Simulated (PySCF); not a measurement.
A spin–spin coupling run with PySCF 2.14.0 with density-fitted response routines (density fitting, non-relativistic, gas phase) on `InChI=1S/C2H8BClS/c1-5(2)3-4/h3H2,1-2H3`:

```
$ OMP_NUM_THREADS=1 python probes_run.py task.json out

{"job": {"kind": "j", "xc": "B3LYP", "basis": "cc-pVTZ"}, "charge": 0, "multiplicity": 1}
C     -1.487544    -1.065302    -1.205969
S     -0.641864    -0.065063     0.027473
C     -1.124411     1.587345    -0.494643
B      1.251609    -0.181380    -0.504669
Cl     1.375543     0.282804    -2.289869
H     -2.570380    -0.899922    -1.133285
H     -1.098199    -0.806525    -2.201009
H     -1.254148    -2.113315    -0.976203
H     -2.216109     1.687887    -0.435327
H     -0.647076     2.290096     0.200791
H     -0.750604     1.761385    -1.513821
H      1.506877    -1.349431    -0.286989
H      1.778285     0.618484     0.243707
```

Hardware: 1 thread of an Arm Neoverse V2, shared host. The job also computes field gradients.

Q: How large is the calculation?

A: 58 electrons, 270 basis functions and 718 auxiliary functions.

Q: How long does it take, and how much memory does it need?

A: 38 s of wall time, with 12 SCF cycles; peak memory 0.94 GiB. Times on a shared host scatter by some tens of per cent.

Q: And these other runs on the same molecule and hardware: GIAO shielding at B3LYP/pcSseg-1; GIAO shielding at B97-D/pcSseg-1; GIAO shielding at BLYP/pcSseg-1; GIAO shielding at BP86/pcSseg-1; GIAO shielding at HF/pcSseg-1; GIAO shielding at KT2/pcSseg-1?

A: B3LYP/pcSseg-1: 139 functions, 8.4 s; B97-D/pcSseg-1: 139 functions, 13 s; BLYP/pcSseg-1: 139 functions, 13 s; BP86/pcSseg-1: 139 functions, 14 s; HF/pcSseg-1: 139 functions, 4.5 s; KT2/pcSseg-1: 139 functions, 14 s.
